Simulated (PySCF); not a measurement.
## K (potassium, neutral) across methods

[Ar] 3d1, 2D determinant (an excited configuration). Computed with PySCF 2.14 in aug-cc-pVDZ-X2C, with the spin-free X2C one-electron Hamiltonian (Gaussian nucleus).

| method | E (hartree) | mean ε 3p α (eV) | mean ε 3p β (eV) | mean ε 3d α (eV) | Σ⟨r²⟩ (bohr²) | ⟨S²⟩ |
| --- | --- | --- | --- | --- | --- | --- |
| PBE0 | -601.966 | -23.102 | -23.067 | -1.199 | 101.6 | 0.750 |
| r2SCAN | -602.096 | -21.672 | -21.646 | -0.891 | 101.7 | 0.750 |
| MN15 | -602.274 | -24.041 | -23.990 | -0.912 | 116.9 | 0.750 |
| UHF | -601.36679 | -28.535 | -28.514 | -1.564 | 130.8 | 0.750 |
| LDA | -600.374 | -20.904 | -20.870 | -0.897 | 96.53 | 0.750 |
| PBE | -601.923 | -20.893 | -20.856 | -0.978 | 95.84 | 0.750 |
| PBEsol | -601.115 | -20.889 | -20.856 | -0.938 | 98.60 | 0.750 |
| HSE06 | -601.988 | -22.707 | -22.672 | -0.988 | 102.6 | 0.750 |
| LC-wPBE | -601.987 | -26.520 | -26.498 | -1.753 | 116.0 | 0.750 |
